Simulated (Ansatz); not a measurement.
`[F][Ga]([SH])[SH]` + H₂ → `[F][GaH][SH]` + H₂S at 400 K and 1 bar (hydrogenolysis of a Ga–S bond).

Computed with Ansatz on PBE0-D4/def2-TZVP structures; ΔE is electronic, products minus reactants. CCSD(T)/CBS adds triple-zeta CCSD(T) − MP2 to the extrapolated MP2 energy (def2 sets, frozen cores). This one scheme is used for every species. For Ga outer-core shells are correlated without core-valence functions, which leaves a few kJ/mol of doubt a bond. Scalar relativity is left out up to krypton. Each species was taken in one conformer, which may not be the lowest.

```csv
species,CCSD(T)/CBS energy (Eh),H − E (kJ/mol),S (J/(mol·K))
`[F][Ga]([SH])[SH]`,-2820.60659,85.6,379.1
H₂,-1.17544,38.0,139.0
`[F][GaH][SH]`,-2422.78377,71.1,325.5
H₂S,-398.97279,53.4,215.9
```

H − E and S are ideal-gas, rigid-rotor, harmonic terms from PBE0-D4/def2-TZVP, for one conformer and one mirror image of each species. The MP2-based limit puts H₂ 0.8 mEh under its directly extrapolated value; such offsets cancel only in part. 1 Eh = 2625.50 kJ/mol, R = 8.31446 J/(mol·K).

Q: By hand: ΔE, ΔH, ΔS and ΔG.

A: ΔE = (-2422.78377) + (-398.97279) − (-2820.60659) − (-1.17544) = 0.02547 Eh = 66.9 kJ/mol. Δ(H − E) = 71.1 + 53.4 − 85.6 − 38.0 = 0.9, so ΔH = 67.8 kJ/mol. ΔS = 325.5 + 215.9 − 379.1 − 139.0 = 23.3 J/(mol·K). ΔG = 67.8 − 400 × (23.3)/1000 = 58.5 kJ/mol.

Q: By hand: the equilibrium constant, and the temperature at which ΔG would vanish if ΔH and ΔS stayed fixed.

A: log₁₀ K = −ΔG/(RT ln 10) = -7.6. ΔG = 0 at ΔH/ΔS = 2910 K, far beyond where these terms or the molecules hold.

ΔH outweighs TΔS. A doubt of 5 kJ/mol in ΔE shifts log₁₀ K by 0.7 here. Other conformers and mirror images would add mixing entropy, several J/(mol·K) or more a flexible species. These are equilibria of isolated gas molecules and say nothing of rates. Largest T1 diagnostic: 0.014 (customary marks: 0.02 for closed shells, 0.045 for open ones).
